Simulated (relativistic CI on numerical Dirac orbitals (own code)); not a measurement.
## A ladder of approximations for the levels of Sb+

Calculated with a relativistic CI code on KLI orbitals (one set per configuration, finite nucleus), adding one ingredient at a time: step 1, Dirac-Coulomb, each configuration alone; step 2, with Breit and QED terms; step 3, with configuration mixing; step 4, with scaled Slater integrals (0.85); step 5, with a P86 correlation estimate; step 6, tied to the ionisation limit. P86 is a density functional for the correlation energy, evaluated here for each configuration and added to its levels. Step 6 is semi-empirical: configurations made of the next ion and one excited electron move by -4882 cm⁻¹, so that their limit matches the tabulated ionisation energy, and those with a non-penetrating f or g electron also take the P86 value of the least penetrating other one.

Configurations in the expansion (outside the closed core [Kr] 4d10): 5s2 5p2, 5s 5p3, 5s2 5p 6s, 5s2 5p 5d, 5s2 5p 6p, 5p4, 5s 5p2 5d, 5s2 5p 7s, 5s2 5p 6d, 5s2 5p 7p, 5s2 5p 4f, 5s2 5p 5f, 5s2 5p 7d, 5s2 5p 6f, 5s2 5d2, 5s 5d3, 5s2 4f2, 5s 4f2 5d.

Computed minus measured energy above the ground level, in cm⁻¹, for 10 of the 17 excited levels that pair in every step (one J of a term; a digit in brackets numbers repeated terms):

```
Configuration  Term  J  Measured  Step 1  Step 2  Step 3  Step 4  Step 5  Step 6
      5s2 5p2    3P  1      3055    -212    -265    -303    -140    -139    -138
      5s2 5p2    1D  2     12790    2207    2102    1364     439     461     448
      5s2 5p2    1S  0     23906    5253    5148     885   -1182   -1145   -1155
       5s 5p3   5S°  2     51723  -13214  -13455   -7829   -3856   -3111   -3113
       5s 5p3   3D°  1     66292    2828    2602   -1268    -381    1054    -321
    5s2 5p 6s   3P°  0     69137   -1759   -1792    3440    1693    5318     641
       5s 5p3   3P°  0     76858    2596    2346     372    -342    1329    -443
    5s2 5p 5d   3F°  3     77727   -2598   -2721    3033    1738    4961     181
    5s2 5p 6p    3D  1     83826   -3061   -3118    2172     474    4980     110
    5s2 5p 6p    1D  2     93853   -2229   -2380    2777     529    5044     174
```

Mean absolute errors in cm⁻¹, over all paired levels and for the configurations:

| Configuration, levels | Step 1 | Step 2 | Step 3 | Step 4 | Step 5 | Step 6 |
| --- | --- | --- | --- | --- | --- | --- |
| all, 17 | 3032 | 3024 | 2179 | 936 | 2930 | 495 |
| 5s2 5p2, 4 | 1960 | 1900 | 678 | 465 | 460 | 459 |
| 5s 5p3, 5 | 4874 | 4731 | 2415 | 1086 | 1502 | 919 |
| 5s2 5p 6s, 2 | 1613 | 1648 | 3504 | 1723 | 5367 | 663 |
| 5s2 5p 5d, 2 | 2409 | 2565 | 2976 | 1731 | 4978 | 149 |
| 5s2 5p 6p, 4 | 2821 | 2931 | 2323 | 428 | 4941 | 90 |

Measured levels: NIST Handbook of Basic Atomic Spectroscopic Data (Sansonetti and Martin, J. Phys. Chem. Ref. Data 34, 1559 (2005)).

The mean absolute error is lowest at step 6 (495 cm⁻¹), and the largest single drop is from step 5 to 6 (2930 to 495). Terms of the ground configuration are off by 1960 at first, 678 with mixing and 465 after scaling, which stands in for the correlation that narrows term splittings. The Breit and QED terms change the top of the ground term (measured 5658) from 5827 to 5744. Mixing lowers the ground level by 5660; relative to it the configurations that move most are 5s2 5p 5d by +5541, 5s2 5p 6p by +5253, 5s2 5p 6s by +5152. Configurations whose own partners of that kind are not in the list rise by much of that lowering, so a short list can trade one imbalance for another. The P86 estimate moves 5s2 5p 6p by +4513, 5s2 5p 6s by +3644, 5s2 5p 5d by +3247, and takes the mean absolute error of the excited configurations from 1081 to 3689; it adds to levels that were already too high. Step 6 takes that error from 3689 to 506; the error more than halves for 5s2 5p 6s, 5s2 5p 5d, 5s2 5p 6p.
